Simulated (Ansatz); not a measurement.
C$_{2}$H$_{7}$Ge, SMILES `[CH2][CH2][GeH3]` radical at its PBE0-D4/def2-TZVP geometry, where that method's forces vanish. The species carries charge 0 and has multiplicity 2.

```
atom    x (Å)    y (Å)    z (Å)
  C1  -0.3726  -0.1332  -1.5099
  C2   0.2162   0.6655  -0.4321
 Ge3   0.1248  -0.3113   1.2979
  H4  -1.4392  -0.1144  -1.6936
  H5   0.2146  -0.8788  -2.0305
  H6  -0.3092   1.6111  -0.2757
  H7   1.2737   0.8840  -0.6017
  H8   0.8923  -1.6387   1.1741
  H9  -1.3454  -0.6118   1.6365
 H10   0.7449   0.5276   2.4351
```

Question: For each bond, give half the difference of the two atoms' forces along it (eV/Å; positive pushes the atoms apart) under PBE-D4, r2SCAN-D4, B3LYP-D4, ωB97M-V in def2-TZVPP. (Estimate.)

Answer: Ansatz gave: 
```tsv
bond	length (Å)	PBE-D4	r2SCAN-D4	B3LYP-D4	ωB97M-V
C1–C2	1.465	-0.17	0.10	0.09	0.21
C1–H4	1.082	0.14	-0.04	-0.07	-0.11
C1–H5	1.082	0.14	-0.04	-0.07	-0.11
C2–Ge3	1.989	0.18	0.07	0.23	0.02
C2–H6	1.093	0.12	-0.03	-0.09	-0.09
C2–H7	1.093	0.12	-0.03	-0.09	-0.09
Ge3–H8	1.538	0.05	-0.05	-0.03	-0.07
Ge3–H9	1.538	0.05	-0.05	-0.03	-0.07
Ge3–H10	1.543	0.06	-0.06	-0.04	-0.07
```

B3LYP here is the variant with VWN-RPA as its local correlation; programs differ in this.
